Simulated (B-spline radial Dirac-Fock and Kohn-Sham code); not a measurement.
Satellites and hypersatellites of the K lines of Sn⁴⁺

System: Sn⁴⁺, [Kr] 4d10.

The run's input, task.json:

```json
{"items": [{
  "Z": 50,
  "q": 4,
  "cfg": [[1, 0, 2], [2, 0, 2], [2, 1, 6], [3, 0, 2], [3, 1, 6], [3, 2, 10], [4, 0, 2], [4, 1, 6], [4, 2, 10]],
  "A": 120,
  "rrms": 4.6519,
  "do": ["binding", "quiet", "double"]
}]}
```

Command: `python xray_run.py task.json out`

Level of theory: relaxed Dirac-Fock hole states (ΔSCF) with Breit and QED corrections and a finite nucleus; a B-spline atomic structure program. Each two-hole energy is an average over J within one jj subconfiguration, not an observable level; in light atoms, where LS coupling holds, the j-resolved values are not observed lines, and for a K spectator the Kα1 hypersatellite is nearly forbidden. No correlation.

Lines without a spectator: Kα2 (K-L2) 25042.5 eV, Kα1 (K-L3) 25270.0 eV, Kβ3 (K-M2) 28440.4 eV, Kβ1 (K-M3) 28482.9 eV. Shifts in eV with one spectator hole (a dash: not computed, or left out as unreliable):

```
spectator hole     Kα2     Kα1     Kβ3     Kβ1
        K (1s)  +576.7  +595.1  +735.9  +739.8
    L2 (2p1/2)   +63.8   +80.5       –  +170.0
    L3 (2p3/2)   +62.1   +62.4  +150.2       –
    M2 (3p1/2)       –   +9.41  +20.94  +25.40
    M3 (3p3/2)   +6.93       –  +21.50  +20.95
    M4 (3d3/2)   +1.34   -1.31       –       –
    M5 (3d5/2)   -1.80   +0.15       –       –
```

With n spectator holes in 2p, averaged over the 2p shell (energies in eV):

```
n     KαLⁿ   step  hypersatellite KαʰLⁿ
0  25194.1      –               25783.1
1  25261.4  +67.3               25851.8
2  25330.0  +68.5               25921.9
3  25399.8  +69.8               25993.2
4  25470.9  +71.1               26065.7
5  25543.3  +72.4               26139.6
```
